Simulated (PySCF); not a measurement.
**Electron correlation in Bi³⁺ (bismuth, charge +3)**

[Xe] 4f14 5d10 6s2, closed-shell 1S. Calculation: PySCF 2.14, in aug-cc-pVTZ-PP with one added diffuse shell each of d, f type with ECP60MDF (6s5p5d3f, 67 functions); scalar relativity through the core potential. Frozen: 5s2 5p6 5d10; 2 electrons correlated.

With two correlated electrons CCSD is exact within the correlated space (frozen core and kept virtual orbitals).

| level | correlation energy (mhartree) |
| --- | --- |
| CCSD | -27.19 |

Diagnostics: T1 = 0.0017, D1 = 0.0023, largest double amplitude 0.075.

Cost of the coupled-cluster step: about 0.7 core-seconds, for 2 correlated electrons.
